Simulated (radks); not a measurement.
Task: The table gives one normalised radial function P(r) = r R(r) of Cl5+ in [Ne] 3s2 (r in bohr). Method: non-relativistic Kohn-Sham, PBE, spin-unpolarised, spherical densities, point nucleus; computed with a radial shooting solver on a logarithmic mesh with Libxc functionals.

r             P
0.01056   0.1298
0.01331   0.1559
0.01665   0.1836
0.021     0.2137
0.02649   0.2429
0.0334    0.2676
0.04212   0.2821
0.05312   0.2789
0.067     0.2492
0.08382   0.1869
0.1057    0.0818
0.1333   -0.0632
0.1681   -0.2335
0.212    -0.3973
0.2674   -0.5055
0.3372   -0.5020
0.4218   -0.3535
0.532    -0.0482
0.6709    0.3526
0.8461    0.7331
1.067     0.9608
1.346     0.9478
1.697     0.7160
2.123     0.4181
2.677     0.1739
3.377     0.0484
4.258     0.0083

Which n and l does it have? It may be an empty orbital.

Result: n = 3, l = 0: the number of nodes gives n - l - 1 = 2, the rise at small r (about r^(l+1)) gives l, and the extent must fit the shell. The curve is that of 3s. 3s: eigenvalue -89.137 eV, 2 radial nodes at r = 0.121, 0.548 bohr, <r> = 1.31 bohr, 90 % of the charge inside 1.93 bohr.
